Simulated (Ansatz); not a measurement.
A nudged elastic band was laid between two geometries of CH9GaSiSn (13 atoms, charge 0, multiplicity 1).

Level of theory: RKS PBE0-D4/def2-SVP (Ansatz 0.2.0).

```json
{"movable images": "5", "climbing image": "yes", "spring": "5.0 eV/Å²", "optimiser": "quadratic models (default)", "start path": "through a guess of the saddle point", "force threshold": "0.05 eV/Å", "iteration limit": "56", "end points": "relaxed"}
```

Image 0:

```xyz
13
Properties=species:S:1:pos:R:3
Ga -1.351 2.514 0.055
C -0.786 0.711 0.613
Si 0.450 -0.019 -0.607
Sn 1.194 -2.391 0.053
H -2.610 2.677 -0.872
H -0.509 3.761 0.508
H -0.307 0.754 1.605
H -1.658 0.039 0.670
H 1.663 0.857 -0.700
H -0.148 -0.071 -1.982
H 2.262 -3.076 -1.100
H -0.170 -3.424 0.196
H 1.991 -2.367 1.573
```

Image 6:

```xyz
13
Properties=species:S:1:pos:R:3
Ga -1.340 2.521 0.062
C -0.776 0.717 0.620
Si 0.432 -0.028 -0.619
Sn 1.194 -2.391 0.055
H -0.521 3.773 0.543
H -2.578 2.679 -0.893
H -0.285 0.759 1.606
H -1.654 0.053 0.690
H 1.643 0.846 -0.751
H -0.198 -0.097 -1.977
H 2.338 -3.033 -1.051
H -0.148 -3.461 0.115
H 1.912 -2.372 1.615
```

Problem. What changes between the two ends?

Solution. No bond is made or broken. The height of Ga1 over the plane of its neighbours goes from -0.02 to 0.02 Å. The two ends are copies of one structure, up to a mirror image or an exchange of like atoms.

Problem. Give the energies along the band, and the barrier.

Solution. The run converged. The highest image is number 3 of 0 to 6, 5.6 kJ/mol above the ends, which have the same energy within 2 meV. A vibrational analysis at the climbing image gives one clearly imaginary mode, 98i cm⁻¹: a first-order saddle point.

```tsv
image	path coordinate (Å)	energy (kJ/mol)	height of Ga1 over the plane of its neighbours (Å)
0	0.00	0.0	-0.02
1	0.97	1.1	-0.01
2	1.93	3.9	0.00
3	2.90	5.6	0.00
4	3.86	4.1	0.00
5	4.82	1.2	0.01
6	5.79	0.0	0.02
```

Problem. What is the geometry of the highest image?

Solution. 
```xyz
13
Properties=species:S:1:pos:R:3
Ga -1.288 2.579 0.101
C -0.670 0.773 0.627
Si 0.339 -0.104 -0.690
Sn 1.176 -2.425 0.038
H -0.924 3.150 -1.318
H -2.140 3.430 1.115
H -0.088 0.873 1.562
H -1.562 0.179 0.894
H 1.531 0.730 -1.056
H -0.479 -0.262 -1.935
H 2.175 -3.152 -1.152
H -0.138 -3.491 0.340
H 2.087 -2.315 1.490
```

Problem. What are the harmonic wavenumbers there?

Solution. 98i, 47, 68, 71, 109, 310, 314, 384, 398, 437, 506, 584, 612, 667, 726, 737, 741, 766, 770, 802, 924, 971, 1020, 1357, 1909, 1915, 1923, 1958, 1971, 2199, 2210, 3062, 3122 cm⁻¹.

Run time: 7.9 min on 2 threads of Arm Neoverse V1, on a shared host, peak memory 0.4 GiB.
